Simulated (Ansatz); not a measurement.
Computed with Ansatz on PBE0-D4/def2-TZVP structures; ΔE is electronic, products minus reactants. CBS: MP2 limit from def2 TZ/QZ plus the TZ coupled-cluster correction, frozen cores. For Ga, Ge outer-core shells are correlated without core-valence functions, which leaves a few kJ/mol of doubt a bond. Scalar relativity is left out up to krypton.

`[CH3][Ga]([CH3])[C]#N` + `[SH][GeH3]` → `N#C[S][GeH3]` + `[CH3][GaH][CH3]`  (substitution at a C–Ga bond)

```csv
species,CCSD(T)/def2-TZVPP energy (Eh)
`[CH3][Ga]([CH3])[C]#N`,-2095.85949
`[SH][GeH3]`,-2475.75264
`N#C[S][GeH3]`,-2567.83785
`[CH3][GaH][CH3]`,-2003.73512
```

Task: Work out ΔE.

Result: ΔE = (-2567.83785) + (-2003.73512) − (-2095.85949) − (-2475.75264) = 0.03916 Eh = +24.6 kcal/mol. CCSD(T)/CBS gives +24.4 kcal/mol.

Largest T1 diagnostic among the species: 0.013.

In def2-TZVPP, CCSD(T) changes the Hartree–Fock value by −2.8 kcal/mol (the triples alone add −0.9 kcal/mol) and MP2 by −3.7 kcal/mol. From PBE to PBE0 (25 % exact exchange), in def2-TZVPP and without D4, ΔE moves by +2.1 kcal/mol.
